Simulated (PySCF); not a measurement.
B(Me)(OH)(PH2) (CH6BOP), SMILES PB(O)C. Atoms are numbered in the order given.

```xyz
10

B      0.2208    -0.3380     0.2595
C      1.6371    -0.7677    -0.2831
H      2.2518    -1.3071     0.4584
H      2.2198     0.0904    -0.6551
H      1.5026    -1.4403    -1.1497
O     -0.3315    -0.8702     1.3835
H      0.2500    -1.5101     1.8171
P     -0.7897     1.0830    -0.5828
H     -2.0850     0.5018    -0.4629
H     -0.5688     0.6789    -1.9326
```
Charge 0, spin multiplicity 1.

Geometry: r2SCAN-D4/def2-SVP. One conformer was computed; it need not be the lowest.

The numbers are results of TDA-ωB97X/def2-SVPD in PySCF 2.14.0, not measurements.

Vertical excitations. Gas-phase values at a fixed geometry.

| state | energy (eV) | λ (nm) | f | main pairs |
|---|---|---|---|---|
| S1 | 6.24 | 199 | 0.064 | HOMO→LUMO+1 69 %, HOMO→LUMO 13 % |
| S2 | 6.77 | 183 | 0.063 | HOMO→LUMO 43 %, HOMO→LUMO+3 37 % |
| S3 | 6.93 | 179 | 0.063 | HOMO→LUMO+2 55 %, HOMO→LUMO 19 %, HOMO→LUMO+4 10 % |
| S4 | 7.44 | 167 | 0.059 | HOMO−1→LUMO+1 70 % |
| S5 | 7.79 | 159 | 0.165 | HOMO→LUMO+5 45 %, HOMO→LUMO+3 15 %, HOMO−1→LUMO 8 %, HOMO→LUMO 7 % |
| S6 | 8.23 | 151 | 0.075 | HOMO−1→LUMO 30 %, HOMO→LUMO+5 30 %, HOMO→LUMO+3 10 %, HOMO→LUMO+6 8 % |
| S7 | 8.52 | 146 | 0.022 | HOMO−1→LUMO 39 %, HOMO→LUMO+6 11 %, HOMO→LUMO+3 8 %, HOMO→LUMO 6 % |
| S8 | 8.79 | 141 | 0.031 | HOMO→LUMO+6 36 %, HOMO−2→LUMO+1 19 %, HOMO→LUMO+3 7 % |
| S9 | 8.95 | 139 | 0.047 | HOMO−1→LUMO+2 23 %, HOMO−1→LUMO+3 20 %, HOMO−2→LUMO+1 17 %, HOMO→LUMO+6 8 % |
| S10 | 9.00 | 138 | 0.029 | HOMO−2→LUMO+1 41 %, HOMO−1→LUMO+2 20 % |
| T1 | 5.22 | 238 | 0 | HOMO→LUMO+1 81 % |
| T2 | 5.95 | 208 | 0 | HOMO→LUMO+3 42 %, HOMO→LUMO+2 33 %, HOMO→LUMO+4 14 % |
| T3 | 6.45 | 192 | 0 | HOMO→LUMO 26 %, HOMO−1→LUMO+1 22 %, HOMO→LUMO+2 16 %, HOMO→LUMO+3 10 % |
| T4 | 6.89 | 180 | 0 | HOMO−1→LUMO+1 60 %, HOMO→LUMO 11 %, HOMO→LUMO+1 9 % |
Triplets are in the Tamm–Dancoff approximation.
